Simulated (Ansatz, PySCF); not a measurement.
This Ansatz (a quantum-chemistry and plane-wave program) input computes a CCSD(T)/cc-pVDZ energy:

Ansatz 0.2 input:
```yaml
crystal:
  periodic: [false, false, false]
  atoms:
    - {symbol: C, position_ang: [-0.00754564, -0.00103938, 0.55491388]}
    - {symbol: F, position_ang: [1.05795691, -0.70184003, -0.11026606]}
    - {symbol: F, position_ang: [0.08146965, 1.26609935, -0.11985815]}
    - {symbol: F, position_ang: [-1.13439613, -0.56356641, -0.13981838]}
basis:
  gaussian:
    orbitals: cc-pVDZ
total_charge: -1
magnetization: {spin_polarized: false}
correlation: {method: ccsd_t, electrons: outside_noble_gas}
```

Problem. Write an input for the same energy in PySCF and say what it gives.

Solution. 
```python
from pyscf import gto, scf, mp, cc as ccmod

mol = gto.M(
    atom='''
    C    -0.00754564   -0.00103938    0.55491388
    F     1.05795691   -0.70184003   -0.11026606
    F     0.08146965    1.26609935   -0.11985815
    F    -1.13439613   -0.56356641   -0.13981838
    ''',
    basis='cc-pvdz',
    charge=-1,
    spin=0,
    verbose=4,
)

mf = scf.RHF(mol)
mf.conv_tol = 1e-10
mf.max_cycle = 100
mf.kernel()
mp2 = mp.MP2(mf, frozen=4).run()
cc = ccmod.CCSD(mf, frozen=4)
cc.max_cycle = 100
cc.kernel()
et = cc.ccsd_t()
print(f'E(CCSD(T)) = {cc.e_tot + et:.9f}')
```
It gives -336.85709 Eh, and Ansatz -336.85708 Eh, a difference of 0.01 mEh.
